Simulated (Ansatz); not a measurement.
A single point on BH7OSSi2.

```yaml
crystal:
  periodic: [false, false, false]
  atoms:
    - {symbol: B, position_ang: [-0.696761, 1.377025, 0.226918]}
    - {symbol: Si, position_ang: [-0.819021, -0.399742, -0.697207]}
    - {symbol: O, position_ang: [0.041273, -0.433894, -2.121199]}
    - {symbol: Si, position_ang: [0.631960, -1.041963, 1.044900]}
    - {symbol: S, position_ang: [1.182494, 1.130850, 0.933028]}
    - {symbol: H, position_ang: [-0.749157, 2.417111, -0.370631]}
    - {symbol: H, position_ang: [-1.331075, 1.347755, 1.256170]}
    - {symbol: H, position_ang: [-2.069318, -1.201165, -0.853185]}
    - {symbol: H, position_ang: [0.093512, -1.272307, -2.582004]}
    - {symbol: H, position_ang: [1.889384, -1.844665, 1.015983]}
    - {symbol: H, position_ang: [0.066888, -1.126090, 2.417901]}
    - {symbol: H, position_ang: [1.837022, 0.991885, -0.236676]}
basis:
  gaussian: {orbitals: def2-QZVPP}
correlation: {method: mp2}
```

```sh
$ ansatz run in.yaml --threads 4 --pin off --events-out ev --progress --plain --max-ram 10444MiB
```

It prints (some lines left out):

```
Functional definition: HF
  name "HF"
  cite "Fock, Z. Phys. 61, 126 (1930) doi:10.1007/BF01340294"
  parent pbe
  exchange = exact_x
  correlation = 0
3163 factors; integrals over basis functions are off by at most 8.8e-4 eV
mean field evaluation 1: about -29360.7552 eV, gradient 4.1e1 eV
mean field evaluation 2: about -29360.9712 eV, gradient 4.1e1 eV
mean field evaluation 4: about -29365.3399 eV, gradient 4.4e0 eV
mean field evaluation 8: about -29365.4327 eV, gradient 3.3e-1 eV
mean field evaluation 16: about -29365.4335 eV, gradient 1.6e-6 eV
mean field -29365.43345211 eV, -1079.1597747593 hartree, gradient 1.6e-6 eV, S^2 0.000000; 0 other end points of the search recorded, 0 dependent functions left out
17 core orbitals not correlated: weight in the atoms' cores, before any rotation towards them, 1.000 or more for the frozen orbitals, at most 0.000 for the correlated occupied ones
reference -29365.43345211 eV, -1079.1597747593 hartree; 15, 15 occupied and 502, 502 virtual orbitals, 3163 factors
second order -23.15175034 eV of doubles, -0.00000000 eV of singles
Total energy: -29388.58520245 eV, -1080.0105858916 hartree
```

It took 19 s on 4 threads of an Intel Xeon Platinum 8559C on a shared host, with 4 GiB of host memory at the peak.
